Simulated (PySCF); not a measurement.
Molecule: `CC(C)(C)C(F)F`, C5H10F2.

Atoms are numbered as in `[CH3:1][C:2]([CH3:3])([CH3:4])[CH:5]([F:6])[F:7]`. Each H is labelled by its parent atom.

Geometry PBE0-D3(BJ)/def2-SVP throughout; GIAO in PySCF, gas phase, one conformer, non-relativistic; equivalent atoms averaged; basis pcSseg-1.

Q: How do the absolute shieldings σ depend on the functional? (ppm; last column core-seconds on shared hosts with different chips, so compare them loosely; the GGAs took longer than the global hybrids here, which isn't the general rule, and the cause wasn't traced)

A: 
```csv
functional,kind,C5,C2,C1/C3/C4,F6/F7,H(C5),H(C1)/H(C3)/H(C4),core-s
HF,Hartree–Fock,81.1,161.5,168.4,361.5,26.76,30.70,8.7
BP86,GGA,50.4,141.3,154.9,306.5,25.63,30.31,28
KT2,GGA,58.7,145.4,159.2,304.9,25.62,30.24,30
B3LYP,global hybrid,52.5,141.9,154.5,318.9,25.96,30.42,18
PBE0,global hybrid,60.2,148.9,160.3,323.2,25.90,30.32,20
mPW1PW91,global hybrid,59.4,148.0,159.5,323.7,25.95,30.36,18
WP04,global hybrid,44.8,132.0,147.9,320.5,26.21,30.56,20
B97-2,global hybrid,61.0,148.2,159.7,323.6,26.00,30.41,18
BHandHLYP,global hybrid,63.4,149.4,160.1,336.9,26.25,30.47,20
LC-wPBE,range-separated hybrid,63.2,154.6,165.0,332.2,25.99,30.37,37
```

Q: Which nucleus moves most, in ppm?

A: F6/F7 (fluorine of a CF2 group): from 304.9 ppm with KT2 to 361.5 ppm with HF. The smallest spread is 0.47 ppm, at H(C1)/H(C3)/H(C4). Proton shifts span only some 12 ppm, so a few tenths of a ppm matter as much there as several ppm in carbon.
